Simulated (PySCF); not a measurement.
Spectrum to structure. The calculation used TDDFT B3LYP/def2-SVPD, vertical, gas phase, core orbitals frozen in the response in PySCF 2.14.0, density-fitted response routines. Geometries: GFN2-xTB, one conformer each.

```csv
state,E (eV),f,"main configurations (H = HOMO, L = LUMO)"
S1,4.16,0.0003,H→L (98%)
S2,6.10,0.012,"H-1→L (50%), H-3→L (37%)"
S3,6.34,0.011,"H-2→L (55%), H-1→L (32%), H-3→L (11%)"
S4,6.42,0.0031,"H-3→L (48%), H-2→L (37%), H-1→L (14%)"
S5,6.70,0.0001,H→L+1 (97%)
S6,7.20,0.085,"H-4→L (81%), H→L+2 (10%)"
S7,7.48,0.027,"H→L+2 (73%), H-4→L (8%)"
S8,7.57,0.027,"H-1→L+1 (71%), H-3→L+1 (20%)"
```

Triplets computed (Tamm–Dancoff): 3.58, 5.56, 5.94 eV.

Question: Which structure fits?
A. `C=CCC(=O)[SiH2]CCl`
B. `O=C[C@@]1(C(F)(F)Cl)CO1`
C. `COCC(=O)[SiH2]CCl`

Answer: B. Its S1, at 4.16 eV, is the highest among the candidates; the nearest of the others has S1 at 3.35 eV. S1 is HOMO→LUMO (98%). S1 has the pattern of n→π* at C=O. At the same level the other candidates give, for their lowest levels:
- `COCC(=O)[SiH2]CCl`: 3.32 eV (f 0.003); 5.29 eV (f 0.013); 5.34 eV (f 0.024); 5.62 eV (f 0.001); 6.06 eV (f 0.017); T1 2.69 eV; HOMO -6.84, LUMO -1.92 eV
- `C=CCC(=O)[SiH2]CCl`: 3.35 eV (f 0.003); 5.35 eV (f 0.015); 5.44 eV (f 0.021); 5.60 eV (f 0.047); 5.83 eV (f 0.001); T1 2.75 eV; HOMO -6.75, LUMO -1.87 eV

Shape of the structure used: `[O:1]=[CH:2][C@@:3]1([C:4]([F:5])([F:6])[Cl:7])[CH2:8][O:9]1`: O1–C2–C3–C4 -15°, C2–C3–C4–F5 65°.
